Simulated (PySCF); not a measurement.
## Computed structure and properties of [La2]−

System: [La2]− (doublet); start: template (D∞h). Method: PySCF 2.14.0, UKS TPSS, La def2-SVP with ECP46; non-relativistic Hamiltonian with scalar-relativistic core potentials where named; density fitting; no spin-orbit coupling.

Input of the relaxation:

```python
mol = gto.M(atom='''
La     0.00000     0.00000     1.65000
La     0.00000     0.00000    -1.65000''',
    basis={'La': 'def2-SVP'},
    ecp={'La': 'def2-SVP'},
    charge=-1, spin=1)
mf = dft.UKS(mol, xc='TPSS')
mf.grids.atom_grid = (50, 194)  # f atoms: unpruned, at least (60, 302)
mf = mf.density_fit()  # fitting sets: La def2-universal-JKFIT
mf.conv_tol = 1e-08; mf.max_cycle = 55
mf.kernel(dm0)  # dm0: converged density of the start geometry
# quasi-Newton relaxation in Cartesian coordinates to a largest gradient under 0.00045 Eh/bohr, steps kept in the point group
```

Run from Python with OMP_NUM_THREADS=2; the lines above give its settings. Where DIIS fails, smearing, a level shift and second-order steps follow.
It took 18 s on 2 threads of Arm Neoverse V1 (shared host), from the converged density of the start.

Course of the relaxation:

```json
{"step": "0", "energy above end (eV)": "0.1808", "largest force component within the symmetry (eV/Å)": "1.005"}
{"step": "1", "energy above end (eV)": "0.1235", "largest force component within the symmetry (eV/Å)": "0.866"}
{"step": "2", "energy above end (eV)": "0.0066", "largest force component within the symmetry (eV/Å)": "0.254"}
{"step": "3", "energy above end (eV)": "0.0006", "largest force component within the symmetry (eV/Å)": "0.072"}
{"step": "4", "energy above end (eV)": "0.0000", "largest force component within the symmetry (eV/Å)": "0.005"}
```

Relaxed geometry (D∞h):

```xyz
2

La    0.0000    0.0000    1.4906
La    0.0000    0.0000   -1.4906
```

```tsv
contact	Å
La2–La1	2.981
```

On the finer grid (75, 302):

- HOMO: 0.68 eV
- LUMO: 1.01 eV
- Dipole about the centre of mass: 0.02 D
- Spin squared: 1.150
- Set of Mulliken populations of La1 outside the core potential: s 3.26, p 6.28, d 1.94, f 0.02
- D3(BJ) dispersion energy (not in the energies): -0.118 eV

```json
{"atom": "La1", "Mulliken (e)": "-0.50", "Löwdin (e)": "-0.50", "spin (e)": "0.50"}
{"atom": "La2", "Mulliken (e)": "-0.50", "Löwdin (e)": "-0.50", "spin (e)": "0.50"}
```

Another spin state tried lies lower. The state is spin-contaminated. The highest filled level lies above zero, as often for anions with such functionals and bases; it isn't the detachment energy.

No frequency check is given for this geometry.

One start shape was tried, so this needn't be the lowest isomer.

Open shells may have lower solutions than the one found.
